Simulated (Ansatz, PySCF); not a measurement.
Gas-phase reaction (SMILES): C[O][Ga]([Br])[Br] + F (HF) -> [F][Ga]([Br])[Br] + CO (CH4O); hydrogen fluoride cleaves one Ga-O bond, a model of a ligand-exchange step.

Geometries: B3LYP-D3(BJ)/def2-TZVP minima from Ansatz (a first-principles code), one conformer each, not searched for the lowest. Cores are frozen in the correlated levels unless marked. Spin-orbit coupling is left out. The frozen core is the preceding noble-gas configuration, with the filled d and f shells of earlier blocks. No relativistic terms. CBS(X,Y): correlation extrapolated as X^-3; Hartree-Fock from the larger set. Thermal terms are rigid-rotor harmonic-oscillator values from B3LYP-D3(BJ) frequencies (Ansatz or PySCF) at 298.15 K and 1 atm. 1 Eh = 627.5095 kcal/mol.

```tsv
species	E, CCSD(T)/CBS(cc-pVTZ,cc-pVQZ) (Ansatz) (Eh)	E, B3LYP-D3(BJ)/def2-TZVPD (Ansatz + dftd3) (Eh)	H - E (Eh)
C[O][Ga]([Br])[Br]	-7183.89253	-7188.60425	0.05246
F (HF)	-100.39146	-100.49389	0.01259
[F][Ga]([Br])[Br]	-7168.68411	-7173.32556	0.01062
CO (CH4O)	-115.60979	-115.78119	0.05533
```

Task: Work out ΔE and ΔH at 298.15 K at the first level, then ΔH at the second.

Result: 
1. ΔE = [(-7168.68411) + (-115.60979)] - [(-7183.89253) + (-100.39146)] = -0.00991 Eh = -6.2 kcal/mol at CCSD(T)/CBS(cc-pVTZ,cc-pVQZ).
2. The terms H - E add up to 0.00090 Eh, so ΔH = (-0.00991 + (0.00090))×627.5095 = -5.7 kcal/mol.
3. At B3LYP-D3(BJ)/def2-TZVPD the same steps give ΔE = -5.4 and ΔH = -4.8 kcal/mol, a shift of +0.9 from the first level.
4. These values are not checked against measurement here, since the tables used lack a sound gas-phase enthalpy of formation for at least one species.
